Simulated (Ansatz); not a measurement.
`[F][GeH2][O][SiH3]` + `CB(O)S` → `CB(S)O[SiH3]` + `[OH][GeH2][F]`  (ligand exchange at the Si–O bond)

Gas-phase electronic energies from Ansatz, PBE0-D4/def2-TZVP geometries. CCSD(T)/CBS adds triple-zeta CCSD(T) − MP2 to the extrapolated MP2 energy (def2 sets, frozen cores). Functionals use def2-TZVPP. B3LYP here is the variant with VWN-RPA as its local correlation; programs differ in this. HSE06 is defined as in plane-wave codes. For Ge outer-core shells are correlated without core-valence functions, which leaves a few kJ/mol of doubt a bond. Scalar relativity is left out up to krypton. Each species was taken in one conformer, which may not be the lowest.

```json
{"level": "LDA (SPW92)", "ΔE (kJ/mol)": "10.0", "difference from CCSD(T)/CBS": "-4.1"}
{"level": "PBE-D4", "ΔE (kJ/mol)": "11.3", "difference from CCSD(T)/CBS": "-2.8"}
{"level": "revPBE-D4", "ΔE (kJ/mol)": "10.3", "difference from CCSD(T)/CBS": "-3.8"}
{"level": "B97M-V", "ΔE (kJ/mol)": "13.6", "difference from CCSD(T)/CBS": "-0.5"}
{"level": "PBE0-D4", "ΔE (kJ/mol)": "13.0", "difference from CCSD(T)/CBS": "-1.1"}
{"level": "r2SCAN0-D4", "ΔE (kJ/mol)": "14.5", "difference from CCSD(T)/CBS": "0.4"}
{"level": "HSE06-D4", "ΔE (kJ/mol)": "13.1", "difference from CCSD(T)/CBS": "-1.0"}
{"level": "CAM-B3LYP-D4", "ΔE (kJ/mol)": "13.0", "difference from CCSD(T)/CBS": "-1.1"}
{"level": "B2PLYP", "ΔE (kJ/mol)": "14.6", "difference from CCSD(T)/CBS": "0.5"}
{"level": "PBE", "ΔE (kJ/mol)": "13.1", "difference from CCSD(T)/CBS": "-1.0"}
{"level": "PBE0", "ΔE (kJ/mol)": "14.6", "difference from CCSD(T)/CBS": "0.5"}
{"level": "B3LYP", "ΔE (kJ/mol)": "14.1", "difference from CCSD(T)/CBS": "0.0"}
{"level": "BHLYP", "ΔE (kJ/mol)": "15.5", "difference from CCSD(T)/CBS": "1.4"}
{"level": "HF/def2-SVP", "ΔE (kJ/mol)": "26.6", "difference from CCSD(T)/CBS": "12.5"}
{"level": "SCS-MP2/def2-TZVPP", "ΔE (kJ/mol)": "16.0", "difference from CCSD(T)/CBS": "1.9"}
{"level": "CCSD/def2-TZVPP", "ΔE (kJ/mol)": "16.3", "difference from CCSD(T)/CBS": "2.2"}
{"level": "CCSD(T)/CBS", "ΔE (kJ/mol)": "14.1", "difference from CCSD(T)/CBS": "0"}
```

Largest T1 diagnostic among the species: 0.012.

Leaving LDA and LC-ωPBE aside and taking each functional with its dispersion term where it has one, the values, not all of them listed here, spread over 5.8 kJ/mol, from BLYP-D4 to PBE-QIDH. LDA lies −3.1 kJ/mol from PBE without D4. In def2-TZVPP, CCSD(T) changes the Hartree–Fock value by −3.6 kJ/mol (the triples alone add −0.8 kJ/mol) and MP2 by −4.0 kJ/mol. At CCSD(T), def2-SVP lies +9.4 kJ/mol from the extrapolated value and def2-TZVPP +1.3 kJ/mol.
